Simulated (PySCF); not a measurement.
Simulation results for B2GeH8Si

Calculation on a computer-drawn molecule: optimised geometry and harmonic frequencies of an isolated molecule of the commonest isotopes, restricted reference for singlets and unrestricted otherwise, frozen core in MP2; on germanium a core potential holds 10 electrons, which the energies leave out, and 3d is frozen in MP2 and coupled-cluster steps. Program: PySCF 2.14.0.

Entry: B2GeH8Si

Start structure:
```xyz
12
B2GeH8Si
Si     2.4044     0.0901    -1.7090
B      1.1796     1.6013    -2.1006
B      0.3537     1.3599    -3.3661
Ge    -1.3444     0.2523    -3.0412
H      3.8159     0.5742    -1.6655
H      2.4316    -0.9568    -2.6875
H      2.1241    -0.5222    -0.4433
H      1.2141     2.4551    -1.2854
H      0.5334     1.5681    -4.5503
H     -1.7210    -0.1346    -1.5690
H     -2.6004     0.8383    -3.4922
H     -1.3810    -1.0862    -3.6563
```

| Quantity | Value |
| --- | --- |
| charge | 0 |
| multiplicity | 1 |
| method | HF |
| basis | cc-pV(D+d)Z |
| basis and core potential on germanium | cc-pVDZ-PP ECP10MDF |
| rotational constants | 9.667, 0.9498, 0.9082 GHz |
| total energy | -636.2760 hartree |
| convergence status largest gradient component | 3.45e-06 hartree/bohr |

Drawn bonds:
```csv
atom,other atom,order
1,2,1
2,3,1
3,4,1
1,5,1
1,6,1
1,7,1
2,8,1
3,9,1
4,10,1
4,11,1
4,12,1
```

Optimised structure:
```xyz
12
B2GeH8Si
Si     2.7067     0.0758    -1.5831
B      1.2471     1.4170    -2.0958
B      0.1988     1.2021    -3.3596
Ge    -1.6397     0.2188    -3.1167
H      4.0279     0.7422    -1.7156
H      2.7200    -1.1438    -2.4293
H      2.5291    -0.3470    -0.1707
H      1.1636     2.3921    -1.3940
H      0.4424     1.5758    -4.4756
H     -1.8860    -0.2889    -1.6883
H     -2.7804     1.1831    -3.4747
H     -1.7195    -0.9879    -4.0630
```

Modes:
```csv
frequency (cm⁻¹),reduced mass (dalton)
55.31,2.526
63.62,1.119
70.57,1.321
162,2.313
180.1,2.21
447.4,2.017
463.9,1.048
526,1.174
543.5,1.339
564,1.473
608.3,2.596
773.6,1.373
790.4,1.518
893.4,1.186
906.8,1.307
938.9,1.25
966.9,1.055
977.4,1.047
992.8,1.116
1020,1.051
1036,1.037
1106,3.725
2194,1.023
2197,1.023
2213,1.012
2287,1.048
2290,1.05
2298,1.021
2677,1.089
2699,1.094
```
